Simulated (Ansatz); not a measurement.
**One step, several reactants**

1,2-elimination, with the central atom changed down its group and all else kept; in the first member these bonds form or tighten: C–H; these break or loosen: C–Si, H–S.

Gas-phase electronic energies, without zero-point energy, by CCSD(T) at an estimated basis limit (MP2 extrapolated from triple and quadruple zeta, plus CCSD(T) − MP2 in triple zeta); Ansatz 0.2.0, def2-TZVPP and QZVPP, frozen cores, core potentials past krypton, on PBE0-D4/def2-TZVP structures. Extrapolation: Hartree–Fock as exp(−7.88 √X), correlation as X^−2.97. All energies, in eV, count from the reactant; the end structure is reached by relaxing down from the saddle. Brackets give SMILES, or, where every atom is bracketed, only which atoms are joined. Steps whose reference was doubtful or whose search ended elsewhere are left out.

| reactants | products | saddle | end structure | saddle by PBE0-D4/TZ |
| --- | --- | --- | --- | --- |
| CH₆SSi ([CH3][SiH2][SH]) | SiH₂S ([SiH2][S]) + CH₄ | 2.456 | 1.089 | 2.306 |
| CH₆GeS ([CH3][GeH2][SH]) | GeH₂S ([S][GeH2]) + CH₄ | 2.633 | 0.981 | 2.497 |
| CH₆SSn ([CH3][SnH2][SH]) | SnH₂S ([S][SnH2]) + CH₄ | ? | 0.864 | 2.352 |

**Question.** What is the height of the saddle for CH₆SSn ([CH3][SnH2][SH])? (To be estimated.)

**Answer.** By the calculation: 2.476 eV relative to the reactant, between the members at 2.456 and 2.633.

**Question.** How do the PBE0-D4 saddles lie against the coupled-cluster estimate?

**Answer.** All lower, by 0.123 to 0.150 eV.

No T1 diagnostic of these runs exceeds 0.019. The filled d shells of Ge, Sn are correlated in sets not built for that, so values that involve them are less sure.

For scale, one of the runs: CCSD(T)/def2-TZVPP, 207 basis functions, launched by `ansatz run in.yaml --threads 4 --pin off --events-out ev --progress --plain --max-ram 9574MiB`. Time: 99 s of wall clock on 4 CPU threads of an Intel Xeon; the host was shared. Peak host memory: 2.9 GiB.
